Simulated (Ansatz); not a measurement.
Geometry optimisation, RKS B3LYP-D4/def2-SVP (Ansatz).

input.yaml

```yaml
crystal:
  periodic: [false, false, false]
  atoms:
    - { symbol: W, position_ang: [0.0, 0.0, 0.0] }
    - { symbol: F, position_ang: [0.0, 0.0, 1.85] }
    - { symbol: F, position_ang: [1.85, 0.0, 0.0] }
    - { symbol: F, position_ang: [0.0, 1.85, 0.0] }
    - { symbol: H, position_ang: [-1.72, 0.0, 0.0] }
    - { symbol: F, position_ang: [0.0, -1.85, 0.0] }
    - { symbol: H, position_ang: [0.0, 0.0, -1.72] }
basis:
  gaussian: { orbitals: def2-SVP }
hamiltonian:
  xc: b3lyp
  dispersion: d4
relax:
  f_tol: 0.02
  max_steps: 40
output:
  orbitals: {}
```

Run as:

```bash
$ ansatz run input.yaml --threads 2 --pin off --max-ram 3072MiB --backend cpu --events-out ev --progress --plain --runs-dir out
```

Q: Where does it end, and by what steps?

A: The forces met the threshold. After 11 steps the energy has fallen by 1.513 eV; F2 moved furthest, 0.73 Å.

```json
{"step": "0", "energy less start (eV)": "0.0000", "largest force component (eV/Å)": "1.450", "accepted": "yes"}
{"step": "1", "energy less start (eV)": "-0.6354", "largest force component (eV/Å)": "1.086", "accepted": "yes"}
{"step": "2", "energy less start (eV)": "-1.0192", "largest force component (eV/Å)": "1.221", "accepted": "yes"}
{"step": "3", "energy less start (eV)": "-1.3178", "largest force component (eV/Å)": "1.205", "accepted": "yes"}
{"step": "4", "energy less start (eV)": "-1.4285", "largest force component (eV/Å)": "0.554", "accepted": "yes"}
{"step": "5", "energy less start (eV)": "-1.4758", "largest force component (eV/Å)": "0.242", "accepted": "yes"}
{"step": "6", "energy less start (eV)": "-1.4917", "largest force component (eV/Å)": "0.128", "accepted": "yes"}
{"step": "7", "energy less start (eV)": "-1.5013", "largest force component (eV/Å)": "0.106", "accepted": "yes"}
{"step": "8", "energy less start (eV)": "-1.5111", "largest force component (eV/Å)": "0.119", "accepted": "yes"}
{"step": "9", "energy less start (eV)": "-1.5122", "largest force component (eV/Å)": "0.100", "accepted": "yes"}
{"step": "10", "energy less start (eV)": "-1.5128", "largest force component (eV/Å)": "0.033", "accepted": "yes"}
{"step": "11", "energy less start (eV)": "-1.5129", "largest force component (eV/Å)": "0.012", "accepted": "yes"}
```

```xyz
7
Properties=species:S:1:pos:R:3
W 0.133 0.000 0.133
F -0.733 0.000 1.825
F 1.825 0.000 -0.733
F 0.332 1.815 0.332
H -1.507 0.000 -0.252
F 0.332 -1.815 0.332
H -0.252 0.000 -1.507
```

Run time: 61 s on 2 threads of Arm Neoverse N1, with other jobs on the host, peak memory 0.21 GiB.
